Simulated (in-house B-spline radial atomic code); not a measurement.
Ionising I⁷⁺ with different functionals

Computed with a B-spline radial code for spherical atoms: scalar-relativistic (spin-free X2C) Hamiltonian, Fermi nucleus of rms radius 4.75 fm, spin-polarised at highest spin, spherical fractional occupations for the functionals, the average over the highest-spin determinants for Hartree-Fock. The ionisation energy is the difference of two self-consistent energies, [Kr] 4d10 → [Kr] 4d9, without Breit or QED terms; ε is the level of the shell that loses the electron (its least bound occupied spin orbital). There is no spin-orbit coupling in this Hamiltonian.

Hybrids are left out here: with spherical fractional occupations of an open shell their exact exchange keeps a self-interaction that integer-occupation calculations don't have.

```json
{"method": "Hartree-Fock", "rung": "Hartree-Fock", "ΔSCF (eV)": "150.22", "-ε(4d) (eV)": "151.93"}
{"method": "LDA VWN5", "rung": "LDA", "ΔSCF (eV)": "151.29", "-ε(4d) (eV)": "139.92"}
{"method": "LDA PW92", "rung": "LDA", "ΔSCF (eV)": "151.28", "-ε(4d) (eV)": "139.91"}
{"method": "LDA exchange-only", "rung": "LDA", "ΔSCF (eV)": "149.18", "-ε(4d) (eV)": "137.86"}
{"method": "PBE", "rung": "GGA", "ΔSCF (eV)": "151.11", "-ε(4d) (eV)": "139.75"}
{"method": "PBEsol", "rung": "GGA", "ΔSCF (eV)": "151.05", "-ε(4d) (eV)": "139.69"}
{"method": "BLYP", "rung": "GGA", "ΔSCF (eV)": "150.87", "-ε(4d) (eV)": "139.52"}
{"method": "RPBE", "rung": "GGA", "ΔSCF (eV)": "?", "-ε(4d) (eV)": "?"}
{"method": "PW91", "rung": "GGA", "ΔSCF (eV)": "151.22", "-ε(4d) (eV)": "139.86"}
{"method": "BP86", "rung": "GGA", "ΔSCF (eV)": "151.17", "-ε(4d) (eV)": "139.81"}
{"method": "AM05", "rung": "GGA", "ΔSCF (eV)": "151.07", "-ε(4d) (eV)": "139.70"}
{"method": "OLYP", "rung": "GGA", "ΔSCF (eV)": "151.70", "-ε(4d) (eV)": "140.33"}
{"method": "TPSS", "rung": "meta-GGA", "ΔSCF (eV)": "?", "-ε(4d) (eV)": "?"}
{"method": "SCAN", "rung": "meta-GGA", "ΔSCF (eV)": "151.78", "-ε(4d) (eV)": "140.54"}
{"method": "r2SCAN", "rung": "meta-GGA", "ΔSCF (eV)": "151.86", "-ε(4d) (eV)": "140.62"}
{"method": "revTPSS", "rung": "meta-GGA", "ΔSCF (eV)": "151.06", "-ε(4d) (eV)": "139.72"}
```

What does TPSS give?

ΔSCF 151.13 eV, and -ε(4d) = 139.79 eV.

What does RPBE give?

ΔSCF 151.06 eV, and -ε(4d) = 139.70 eV.

How do they compare with the NIST value?

NIST lists 150.8 eV ± 0.1 (measured, ground level to ground level). Errors run from -1.63 to +1.05 eV; BLYP is closest (+0.06 eV), but part of that can be cancellation, since the calculations leave out spin-orbit coupling, Breit-QED terms, multiplet and fine-structure energies. Hartree-Fock also lacks correlation.
